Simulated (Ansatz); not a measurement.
Computed with Ansatz on PBE0-D4/def2-TZVP structures; ΔE is electronic, products minus reactants. CCSD(T)/CBS adds triple-zeta CCSD(T) − MP2 to the extrapolated MP2 energy (def2 sets, frozen cores). This one scheme is used for every species. Functionals use def2-TZVPP. B3LYP here is the variant with VWN-RPA as its local correlation; programs differ in this. HSE06 is defined as in plane-wave codes. For Se outer-core shells are correlated without core-valence functions, which leaves a few kJ/mol of doubt a bond. Scalar relativity is left out up to krypton. Each species was taken in one conformer, which may not be the lowest.

`CCC(C)=N` + H₂Se → `CC(=N)C[SeH]` + CH₄  (substitution at a C–C bond)

```json
{"level": "LDA (SPW92)", "ΔE (kJ/mol)": "0.0", "difference from CCSD(T)/CBS": "5.6"}
{"level": "PBE-D4", "ΔE (kJ/mol)": "-8.9", "difference from CCSD(T)/CBS": "-3.3"}
{"level": "revPBE-D4", "ΔE (kJ/mol)": "-10.3", "difference from CCSD(T)/CBS": "-4.7"}
{"level": "BLYP-D4", "ΔE (kJ/mol)": "-12.5", "difference from CCSD(T)/CBS": "-6.9"}
{"level": "r2SCAN-D4", "ΔE (kJ/mol)": "-6.6", "difference from CCSD(T)/CBS": "-1.0"}
{"level": "B97M-V", "ΔE (kJ/mol)": "-4.6", "difference from CCSD(T)/CBS": "1.0"}
{"level": "PBE0-D4", "ΔE (kJ/mol)": "-5.1", "difference from CCSD(T)/CBS": "0.5"}
{"level": "B3LYP-D4", "ΔE (kJ/mol)": "-8.6", "difference from CCSD(T)/CBS": "-3.0"}
{"level": "r2SCANh-D4", "ΔE (kJ/mol)": "-5.5", "difference from CCSD(T)/CBS": "0.1"}
{"level": "r2SCAN0-D4", "ΔE (kJ/mol)": "-3.8", "difference from CCSD(T)/CBS": "1.8"}
{"level": "HSE06-D4", "ΔE (kJ/mol)": "-5.4", "difference from CCSD(T)/CBS": "0.2"}
{"level": "BHLYP-D4", "ΔE (kJ/mol)": "-5.1", "difference from CCSD(T)/CBS": "0.5"}
{"level": "CAM-B3LYP-D4", "ΔE (kJ/mol)": "-2.3", "difference from CCSD(T)/CBS": "3.3"}
{"level": "ωB97X-V", "ΔE (kJ/mol)": "-2.1", "difference from CCSD(T)/CBS": "3.5"}
{"level": "B2PLYP", "ΔE (kJ/mol)": "-6.4", "difference from CCSD(T)/CBS": "-0.8"}
{"level": "PBE-QIDH", "ΔE (kJ/mol)": "-4.3", "difference from CCSD(T)/CBS": "1.3"}
{"level": "PBE", "ΔE (kJ/mol)": "-6.7", "difference from CCSD(T)/CBS": "-1.1"}
{"level": "revPBE", "ΔE (kJ/mol)": "-8.0", "difference from CCSD(T)/CBS": "-2.4"}
{"level": "BLYP", "ΔE (kJ/mol)": "-7.9", "difference from CCSD(T)/CBS": "-2.3"}
{"level": "PBE0", "ΔE (kJ/mol)": "-3.1", "difference from CCSD(T)/CBS": "2.5"}
{"level": "B3LYP", "ΔE (kJ/mol)": "-4.5", "difference from CCSD(T)/CBS": "1.1"}
{"level": "r2SCANh", "ΔE (kJ/mol)": "-5.0", "difference from CCSD(T)/CBS": "0.6"}
{"level": "r2SCAN0", "ΔE (kJ/mol)": "-3.3", "difference from CCSD(T)/CBS": "2.3"}
{"level": "HSE06", "ΔE (kJ/mol)": "-3.4", "difference from CCSD(T)/CBS": "2.2"}
{"level": "BHLYP", "ΔE (kJ/mol)": "-0.4", "difference from CCSD(T)/CBS": "5.2"}
{"level": "CAM-B3LYP", "ΔE (kJ/mol)": "0.1", "difference from CCSD(T)/CBS": "5.7"}
{"level": "LC-ωPBE", "ΔE (kJ/mol)": "1.1", "difference from CCSD(T)/CBS": "6.7"}
{"level": "RPA@PBE/def2-TZVPP", "ΔE (kJ/mol)": "-5.1", "difference from CCSD(T)/CBS": "0.5"}
{"level": "HF/def2-SVP", "ΔE (kJ/mol)": "11.5", "difference from CCSD(T)/CBS": "17.1"}
{"level": "MP2/def2-SVP", "ΔE (kJ/mol)": "5.2", "difference from CCSD(T)/CBS": "10.8"}
{"level": "CCSD(T)/def2-SVP", "ΔE (kJ/mol)": "9.9", "difference from CCSD(T)/CBS": "15.5"}
{"level": "HF/def2-TZVPP", "ΔE (kJ/mol)": "3.6", "difference from CCSD(T)/CBS": "9.2"}
{"level": "MP2/def2-TZVPP", "ΔE (kJ/mol)": "-11.0", "difference from CCSD(T)/CBS": "-5.4"}
{"level": "SCS-MP2/def2-TZVPP", "ΔE (kJ/mol)": "-8.6", "difference from CCSD(T)/CBS": "-3.0"}
{"level": "HF/def2-QZVPP", "ΔE (kJ/mol)": "4.2", "difference from CCSD(T)/CBS": "9.8"}
{"level": "MP2/def2-QZVPP", "ΔE (kJ/mol)": "-10.7", "difference from CCSD(T)/CBS": "-5.1"}
{"level": "SCS-MP2/def2-QZVPP", "ΔE (kJ/mol)": "-8.3", "difference from CCSD(T)/CBS": "-2.7"}
{"level": "HF/CBS(def2)", "ΔE (kJ/mol)": "4.2", "difference from CCSD(T)/CBS": "9.8"}
{"level": "MP2/CBS(def2)", "ΔE (kJ/mol)": "-10.9", "difference from CCSD(T)/CBS": "-5.3"}
{"level": "CCSD/CBS(def2)", "ΔE (kJ/mol)": "-3.0", "difference from CCSD(T)/CBS": "2.6"}
{"level": "CCSD(T)/CBS", "ΔE (kJ/mol)": "-5.6", "difference from CCSD(T)/CBS": "0"}
```

Largest T1 diagnostic among the species: 0.011.

Leaving LDA and LC-ωPBE aside and taking each functional with its dispersion term where it has one, the values spread over 10.4 kJ/mol, from BLYP-D4 to ωB97X-V. LDA lies +6.7 kJ/mol from PBE without D4. The D4 term adds −4.1 kJ/mol with B3LYP and −2.1 kJ/mol with PBE0; it sums over pairs of atoms, weighted by their polarisabilities, and B3LYP, whose exchange is more repulsive, gets the larger term.

CCSD(T)/CBS has its own doubt, a few kJ/mol and more with outer-core shells, so smaller differences from it don't rank the levels.
